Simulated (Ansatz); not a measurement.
C2H6F2OSi (`COC(F)(F)[SiH3]`) at its PBE0-D4/def2-TZVP geometry, where that method's forces vanish. Total charge 0; spin multiplicity 1.

| atom | x (Å) | y (Å) | z (Å) |
| --- | --- | --- | --- |
| C1 | 0.8777 | 0.6826 | 1.7069 |
| O2 | 0.5617 | -0.2126 | 0.6391 |
| C3 | -0.3175 | 0.2362 | -0.2789 |
| F4 | -1.5041 | 0.5872 | 0.3164 |
| F5 | 0.1291 | 1.4030 | -0.8487 |
| Si6 | -0.6103 | -1.1059 | -1.6288 |
| H7 | -0.0152 | 0.9275 | 2.2838 |
| H8 | 1.3363 | 1.5953 | 1.3237 |
| H9 | 1.5874 | 0.1500 | 2.3356 |
| H10 | -1.5818 | -0.5554 | -2.6025 |
| H11 | -1.1517 | -2.3147 | -0.9657 |
| H12 | 0.6884 | -1.3933 | -2.2809 |

(1) For each bond, give half the difference of the two atoms' forces along it (eV/Å; positive pushes the atoms apart) under PBE-D4, r2SCAN-D4, B3LYP-D4, ωB97M-V in def2-TZVPP. (Best estimate.)

## Answers

(1) Ansatz gave: 
| bond | length (Å) | PBE-D4 | r2SCAN-D4 | B3LYP-D4 | ωB97M-V |
| --- | --- | --- | --- | --- | --- |
| C1–O2 | 1.429 | 0.28 | 0.30 | 0.27 | 0.18 |
| C1–H7 | 1.091 | 0.07 | -0.07 | -0.09 | -0.10 |
| C1–H8 | 1.091 | 0.07 | -0.07 | -0.09 | -0.10 |
| C1–H9 | 1.087 | 0.07 | -0.07 | -0.12 | -0.08 |
| O2–C3 | 1.348 | 0.22 | 0.08 | 0.08 | 0.15 |
| C3–F4 | 1.373 | 0.60 | 0.33 | 0.35 | 0.18 |
| C3–F5 | 1.373 | 0.60 | 0.33 | 0.35 | 0.18 |
| C3–Si6 | 1.926 | -0.22 | -0.19 | -0.15 | -0.15 |
| Si6–H10 | 1.481 | 0.08 | -0.02 | -0.07 | -0.11 |
| Si6–H11 | 1.481 | 0.07 | -0.02 | -0.07 | -0.10 |
| Si6–H12 | 1.481 | 0.07 | -0.02 | -0.07 | -0.10 |

B3LYP here is the variant with VWN-RPA as its local correlation; programs differ in this.
